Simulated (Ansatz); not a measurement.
input.yaml

```yaml
crystal:
  periodic: [false, false, false]
  atoms:
    - { symbol: Al, position_ang: [0.5347, -1.323, -0.2314] }
    - { symbol: O, position_ang: [0.68, 0.2381, -1.7421] }
    - { symbol: F, position_ang: [-0.3384, -2.5861, -0.84] }
    - { symbol: F, position_ang: [1.9049, -1.63, 0.6402] }
    - { symbol: H, position_ang: [0.0484, 0.4837, -0.6581] }
    - { symbol: Si, position_ang: [-0.7001, 0.7245, 1.0448] }
    - { symbol: H, position_ang: [0.7609, 0.796, -2.516] }
    - { symbol: H, position_ang: [-0.7167, 0.2463, 2.4329] }
    - { symbol: H, position_ang: [-0.0649, 2.0519, 1.1437] }
    - { symbol: H, position_ang: [-2.109, 0.9987, 0.7259] }
magnetization:
  spin_polarized: true
basis:
  gaussian: { orbitals: "6-31G" }
hamiltonian:
  xc: b3lyp
md:
  timestep: 0.5
  n_steps: 150
  ensemble: nve
  temperature: 300.0
  initial_velocities: maxwell_boltzmann
  seed: 588065
```

Run as:

```bash
$ ansatz run input.yaml --threads 1 --pin off --max-ram 2048MiB --backend cpu --events-out ev --progress --plain --runs-dir out
```

Hardware: 1 thread of Arm Neoverse V1 (shared host).

Task: Roughly how long does this run take, and how much memory?

Result: 15 min, with a peak of 0.2 GiB, for 151 ionic steps.
